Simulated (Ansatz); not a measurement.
Consider the substitution at a C–Si bond: `N=C([SiH3])[SiH2]N` + HCl → `N=C([SiH3])Cl` + `N[SiH3]`.

Program: Ansatz. Geometries: PBE0-D4/def2-TZVP. ΔE: electronic, gas phase. CCSD(T)/CBS is the MP2 limit (def2-TZVPP, def2-QZVPP) plus CCSD(T) − MP2 in def2-TZVPP, frozen cores. This one scheme is used for every species. Functionals use def2-TZVPP. B3LYP here is the variant with VWN-RPA as its local correlation; programs differ in this. Each species was taken in one conformer, which may not be the lowest.

```
             level  ΔE (kJ/mol)
         r2SCAN-D4          6.2
          B3LYP-D4         10.9
              PBE0          9.3
     HF/def2-TZVPP         10.5
    MP2/def2-TZVPP         14.7
SCS-MP2/def2-TZVPP         13.1
    MP2/def2-QZVPP         14.7
    CCSD/CBS(def2)         19.6
```

Question: What does CCSD(T)/CBS give? (Best estimate.)

Answer: Computed: +18.3 kJ/mol. The listed levels differ from it by -12.1, -7.4, -9.0, -7.8, -3.6, -5.2, -3.6, 1.3 kJ/mol.

Largest T1 diagnostic among the species: 0.013.

From PBE to PBE0 (25 % exact exchange), in def2-TZVPP and without D4, ΔE moves by +5.8 kJ/mol. In def2-TZVPP, CCSD(T) changes the Hartree–Fock value by +8.2 kJ/mol (the triples alone add −1.2 kJ/mol) and MP2 by +4.2 kJ/mol.
